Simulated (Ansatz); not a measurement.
Molecule: HSe, charge -1, multiplicity 1. 
Geometry from a B3LYP-D3(BJ)/def2-TZVP (Ansatz, a program for electronic structure) optimisation:
```
Se
H 1 1.4783
```
Charge -1, spin multiplicity 1.

Basis-set convergence of Hartree-Fock and CCSD correlation energies (hartree) with Ansatz. Valence correlation only, unless marked. Spin-orbit coupling is left out. The frozen core is the preceding noble-gas configuration, with the filled d and f shells of earlier blocks. Non-relativistic. This anion needs diffuse functions, which these sets lack.

```tsv
basis	functions	E(HF)	E(corr, CCSD)
def2-SVP	37	-2400.13507	-0.14087
def2-TZVPP	62	-2400.44733	-0.18695
def2-QZVPP	119	?	?
```

Question: What belongs in the gaps?

Answer: 
- def2-QZVPP, E(HF): -2400.49825
- def2-QZVPP, E(corr, CCSD): -0.20100
